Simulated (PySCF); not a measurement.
Precursor series Hf Cl-F. Gas-phase values, no solvent. In the def2 sets, heavy atoms carry core potentials. All members: neutral, multiplicity 1. Level: B3LYP-D3(BJ)/def2-TZVP // r2SCAN-D4/def2-SVP (PySCF), beside PBE-D3(BJ)/def2-TZVP // r2SCAN-D4/def2-SVP (PySCF) at the same geometries. B3LYP has the VWN-RPA correlation part, as in Gaussian.  Orbital energies are measured against the vacuum level.

| species | LUMO, PBE (eV) | LUMO, B3LYP-D3(BJ) (eV) |
|---|---|---|
| [Hf(Cl)4] | -3.02 | -2.42 |
| [Hf(Cl)3(F)] | -2.81 | withheld |
| [Hf(Cl)2(F)2] | -2.56 | -1.96 |
| [Hf(Cl)(F)3] | -2.11 | -1.49 |
| [Hf(F)4] | -1.65 | -1.32 |

### Question
Fit y = a + b·x, y being the LUMO at the first level, to the 4 complete rows by least squares, with x = the PBE value in eV. Give a, b and the rms residual, and predict the withheld value.

### Answer
Means of the 4 rows: x̄ = -2.335, ȳ = -1.7975 eV. Σ(x − x̄)² = 1.0397 and Σ(x − x̄)(y − ȳ) = 0.85925, so b = 0.826 and a = ȳ − b·x̄ = 0.131 eV. The rms residual is 0.081 eV. At x = -2.81 the line gives -2.19 eV. The run for [Hf(Cl)3(F)] gave -2.21 eV, so the line is off by 0.02 eV, within twice the rms residual.

Codes: PySCF.
